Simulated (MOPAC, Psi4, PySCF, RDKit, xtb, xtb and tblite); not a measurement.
Two geometries of CH9BO3Si2, SMILES OB(O)C[SiH2]O[SiH3], relaxed at GFN2-xTB with one dihedral held; other torsions can differ between them too.

Structure A

```
16

O     -1.0790    -2.0077    -0.1239
B     -1.5893    -0.7425    -0.1829
O     -2.6112    -0.4602     0.6588
C     -1.0487     0.3966    -1.1376
Si    -2.4031     1.0084    -2.3276
O     -3.8192     1.1781    -1.5762
Si    -4.8434     1.0618    -0.3189
H     -0.3548    -2.2046    -0.7144
H     -2.8828    -1.2001     1.2032
H     -0.7461     1.2496    -0.5307
H     -0.1699     0.0849    -1.7010
H     -2.6326     0.0304    -3.3976
H     -2.0687     2.3386    -2.8421
H     -4.2585     1.6694     0.8695
H     -5.9858     1.8481    -0.7963
H     -5.2288    -0.3381    -0.1518
```

Structure B

```
16

O     -1.0979    -1.9682    -0.1172
B     -1.5880    -0.6953    -0.1776
O     -2.6357    -0.4021     0.6283
C     -1.0330     0.4299    -1.1378
Si    -2.2455     0.6927    -2.5827
O     -3.7745     0.6574    -2.0688
Si    -4.9633     0.5309    -0.9678
H     -0.3639    -2.1702    -0.6936
H     -2.9339    -1.1414     1.1595
H     -0.9579     1.3712    -0.5962
H     -0.0405     0.2031    -1.5244
H     -2.1397    -0.3962    -3.5609
H     -2.0533     2.0130    -3.1857
H     -4.6845     1.3892     0.1763
H     -6.1258     1.0101    -1.7210
H     -5.1238    -0.8810    -0.6229
```

Q: Which is lower in energy at the level PBE0-D3(BJ)/def2-SVP // GFN2-xTB run with Psi4 1.11, and by how much?

A: B is lower, by 0.41 kcal/mol (dihedral O1–B2–C4–Si5: 120° in A, 105° in B).

E(B) − E(A) in kcal/mol at the other levels, on the same two geometries: GFN2-xTB (xtb and tblite) -0.43; PBE0/def2-SVP // GFN2-xTB (Psi4) -0.35; PBE/def2-SVP // GFN2-xTB (Psi4) -0.42; PBE-D3(BJ)/def2-SVP // GFN2-xTB (Psi4) -0.48; UFF // GFN2-xTB (RDKit) -0.83; PM6, restricted, heats of formation // GFN2-xTB (MOPAC) -0.82; PM7, restricted, heats of formation // GFN2-xTB (MOPAC) -1.16; GFN1-xTB // GFN2-xTB (xtb) 0.81; restricted B3LYP/6-31G*, spherical d, density fitting // GFN2-xTB (PySCF) -0.51; restricted Hartree-Fock/6-31G*, spherical d, density fitting // GFN2-xTB (PySCF) -0.48; restricted B3LYP/LANL2DZ, with its core potentials past Ne // GFN2-xTB (PySCF) -0.14; restricted LDA (SVWN5)/6-31G*, spherical d, density fitting // GFN2-xTB (PySCF) -0.25.
